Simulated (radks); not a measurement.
Values are calculated unless marked as measured or tabulated.
Problem. Coherent X-ray form factor from a spherical all-electron density. Level of theory: Dirac Kohn-Sham, XLYP, spin-unpolarised, spherical densities, point nucleus (a radial shooting solver on a logarithmic mesh with Libxc functionals).

sin(theta)/lambda (1/angstrom)  f0 (electrons)
0.05                                    70.418
0.1                                     68.757
0.15                                    66.244
0.2                                     63.172
0.25                                    59.822
0.3                                     56.417
0.4                                     49.976
0.5                                     44.371
0.6                                     39.601
0.8                                     31.959
1                                       26.165
1.25                                    21.042
1.5                                     17.773
2                                       14.054

The species is in the configuration that NIST lists as its ground one. Which atom or ion scatters so?

Solution. The rhenium ion Re4+, [Xe] 4f14 5d3. Extrapolating in s^2 from the first two rows gives f0(0) = 71.0, near the electron count 71; among species with that count, the fall with angle is slower the higher Z, and the table is that of Z = 75; from so few rows the species is fixed only to a neighbour or two.
